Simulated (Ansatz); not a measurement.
Geometry optimisation, Ansatz 0.2.0, RKS B3LYP-D4/def2-SVP.

The input (input.yaml):

```yaml
crystal:
  periodic: [false, false, false]
  atoms:
    - { symbol: Hf, position_ang: [0.467635, 0.132319, -0.267571] }
    - { symbol: Cl, position_ang: [-1.32757, 0.682903, 2.948625] }
    - { symbol: O, position_ang: [1.682747, -0.186285, -1.739495] }
    - { symbol: H, position_ang: [2.112817, -0.575654, -2.503216] }
    - { symbol: O, position_ang: [-1.021895, 1.206684, -0.874481] }
    - { symbol: H, position_ang: [-1.815172, 1.714602, -1.053244] }
    - { symbol: O, position_ang: [-0.119839, -1.591829, 0.40822] }
    - { symbol: H, position_ang: [-0.664297, -2.091723, 1.019563] }
    - { symbol: O, position_ang: [1.47694, 1.134948, 1.188056] }
    - { symbol: H, position_ang: [2.3386, 1.52451, 1.363842] }
    - { symbol: H, position_ang: [-0.090067, 1.146826, 2.737799] }
basis:
  gaussian: { orbitals: def2-SVP }
hamiltonian:
  xc: b3lyp
  dispersion: d4
relax:
  f_tol: 0.03
  max_steps: 50
output:
  orbitals: {}
```

Command:

```bash
$ ansatz run input.yaml --threads 4 --pin off --max-ram 5120MiB --backend cpu --events-out ev --progress --plain --runs-dir out
```

Where does it end, and by what steps?

The run converged. The force dipped under the threshold on the way, but the program's further checks kept it going. After 10 steps the energy has fallen by 0.155 eV; Cl2 moved furthest, 0.47 Å.

```json
{"step": "0", "energy less start (eV)": "0.0000", "largest force component (eV/Å)": "0.934", "accepted": "yes"}
{"step": "1", "energy less start (eV)": "-0.0940", "largest force component (eV/Å)": "0.642", "accepted": "yes"}
{"step": "2", "energy less start (eV)": "-0.1389", "largest force component (eV/Å)": "0.372", "accepted": "yes"}
{"step": "3", "energy less start (eV)": "-0.1453", "largest force component (eV/Å)": "0.297", "accepted": "yes"}
{"step": "4", "energy less start (eV)": "-0.1488", "largest force component (eV/Å)": "0.169", "accepted": "yes"}
{"step": "5", "energy less start (eV)": "-0.1500", "largest force component (eV/Å)": "0.101", "accepted": "yes"}
{"step": "6", "energy less start (eV)": "-0.1530", "largest force component (eV/Å)": "0.083", "accepted": "yes"}
{"step": "7", "energy less start (eV)": "-0.1531", "largest force component (eV/Å)": "0.086", "accepted": "yes"}
{"step": "8", "energy less start (eV)": "-0.1538", "largest force component (eV/Å)": "0.137", "accepted": "yes"}
{"step": "9", "energy less start (eV)": "-0.1547", "largest force component (eV/Å)": "0.006", "accepted": "yes"}
{"step": "10", "energy less start (eV)": "-0.1549", "largest force component (eV/Å)": "0.021", "accepted": "yes"}
```

```xyz
11
Properties=species:S:1:pos:R:3
Hf 0.414 0.087 -0.234
Cl -1.095 1.089 3.019
O 1.721 -0.159 -1.638
H 2.163 -0.412 -2.449
O -1.047 1.168 -0.892
H -1.869 1.649 -0.989
O -0.194 -1.642 0.383
H -0.665 -2.336 0.845
O 1.331 1.045 1.265
H 2.188 1.421 1.488
H 0.094 1.186 2.430
```

Whether the end is a true minimum wasn't checked by a vibrational analysis.

The run took 27 s on 4 threads of Arm Neoverse V2, on a shared host, peak memory 0.34 GiB.
